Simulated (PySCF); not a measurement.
Working with the constants of Ag2

RHF-CCSD(T) constants of Ag2, ¹Σg⁺ (singlet), closed shell (basis Ag def2-TZVPP with ECP28; scalar-relativistic core potentials; PySCF 2.14; masses 106.9051 and 106.9051 u):

```
ωe                                  : 183.0 cm⁻¹
ωexe                                : 0.574 cm⁻¹
Be                                  : 0.048434 cm⁻¹
αe                                  : 0.000213 cm⁻¹
De to Ag (4d10 5s1) + Ag (4d10 5s1) : 1.56 eV
```

Question: What force constant and bond length do these constants imply?

Answer: Reduced mass μred = 53.453 u; k = 5.8918×10⁻⁷·μred·ωe² (u, cm⁻¹, mdyn/Å) = 1.05 mdyn/Å; Re = √(16.8576/(μred·Be)) (u, cm⁻¹, Å) = 2.552 Å.

Question: Estimate the centrifugal constant D from the Kratzer relation and find the Dunham coefficient a1.

Answer: D = 4Be³/ωe² = 1.36e-08 cm⁻¹; a1 = −1 − αeωe/(6Be²) = -3.77.

Correlated steps freeze no core orbitals. Spin–orbit coupling is left out. Where the molecule has an RHF reference, its open-shell atoms are computed with UHF.
